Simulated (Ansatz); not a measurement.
The same ligand exchange along the group B, Al, Ga, In.

Calculated with Ansatz (gas phase, PBE0-D4/def2-TZVP geometries, no zero-point term in ΔE). CCSD(T)/CBS adds triple-zeta CCSD(T) − MP2 to the extrapolated MP2 energy (def2 sets, frozen cores). This one scheme is used for every species. DFT in def2-TZVPP. Elements past krypton have def2 core potentials. For Br, Ga, In outer-core shells are correlated without core-valence functions, which leaves a few kJ/mol of doubt a bond. Scalar relativity is left out up to krypton. Each species was taken in one conformer, which may not be the lowest.

| reaction | CCSD(T)/CBS(def2) (kJ/mol) |
| --- | --- |
| `OB(Br)Br` + CH₃OH → `COB(O)Br` + HBr | ? |
| `[OH][Al]([Br])[Br]` + CH₃OH → `C[O][Al]([OH])[Br]` + HBr | 27 |
| `[OH][Ga]([Br])[Br]` + CH₃OH → `C[O][Ga]([OH])[Br]` + HBr | 69 |
| `[OH][In]([Br])[Br]` + CH₃OH → `C[O][In]([OH])[Br]` + HBr | 109 |

Problem. Fill in the missing values. (An estimate is asked.)

Solution. Computed: `OB(Br)Br` + CH₃OH → `COB(O)Br` + HBr: -61.6 kJ/mol.

Largest T1 diagnostic: 0.015, for `C[O][In]([OH])[Br]`.
